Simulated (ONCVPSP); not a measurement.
# krypton: excitation energies, all-electron against ONCV

- Element: Kr
- Generator: ONCVPSP 4.0.1
- Type: optimised norm-conserving Vanderbilt (ONCV)
- Functional: PBEsol
- Relativity: scalar-relativistic
- Frozen core: [Ar] 3d10
- Valence charge: 8
- Reference configuration: 4s2 4p6
- Partial waves: 4s: rc 1.30 bohr, ncon 4, nbas 9, qcut 4.4 1/bohr, 1 projector; 4p: rc 1.65 bohr, ncon 3, nbas 6, qcut 4.1 1/bohr, 2 projectors, debl 2 Ha
- Local potential: polynomial inside 1.30 bohr (lpopt 5, dvloc0 -1 Ha)
- Core correction: Teter function, fcfact 4.25, rcfact 1

Energies are relative to the spin-unpolarised reference configuration 4s2 4p6; without spin polarisation the order of configurations can differ from experiment.

```
valence configuration  charge  ΔE all-electron (eV)  error AE − PS (meV)
              4s2 4p3      +3                76.550                  -14
              4s2 4p2      +4               126.393                  -16
```

**Question.** What are ΔE and the potential's error for 4s2 4p4?

**Answer.** ΔE = 39.461 eV all-electron; the error (AE − PS) is -6.9 meV.

**Question.** What are ΔE and the potential's error for 4s2 4p5?

**Answer.** ΔE = 14.283 eV all-electron; the error (AE − PS) is -1.9 meV.

Levels in the configuration 4s2 4p3:

```
level  all-electron (eV)  pseudo (eV)
   4s            -59.125      -59.107
   4p            -43.346      -43.345
```
